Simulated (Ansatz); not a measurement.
A structure relaxed at r2SCAN-D4/def2-SVP in Ansatz, charge 0, singlet:

```xyz
15

K    -2.2985    0.3777    3.6700
K    -0.4970   -3.1313   -1.9529
K     1.9465   -0.7940    2.1825
Sn   -2.3520    0.3142   -0.6532
Sn    3.8274   -0.8577   -2.1717
Sn    1.1080    3.0218   -1.3396
I    -1.4314    3.5924   -2.3856
I     2.8528   -3.1014   -0.6107
I    -1.3044   -1.9347    1.1355
I    -3.4780   -1.5499   -2.6126
I     0.5982   -0.1175    5.1286
I     0.2594    2.2474    1.2871
I     1.0656    0.1679   -2.6995
I     4.3203    0.9071   -0.0107
I    -4.6166    0.8580    1.0329
```

(1) Give its formula.

(2) Summarise the bond lengths by kind (pairs closer than 1.2 times the sum of covalent radii, bridged metal pairs left out).

## Answers

(1) the cluster K₃Sn₃I₉.

(2) 13 × I–K 3.28 to 3.96 Å; 9 × I–Sn 2.81 to 3.16 Å.

In the def2 sets I, Sn take a core potential; there is no spin–orbit coupling. Another isomer (singlet) lies 0.40 eV lower at PBE0-D4/def2-TZVP; other spin states weren't run for this one.
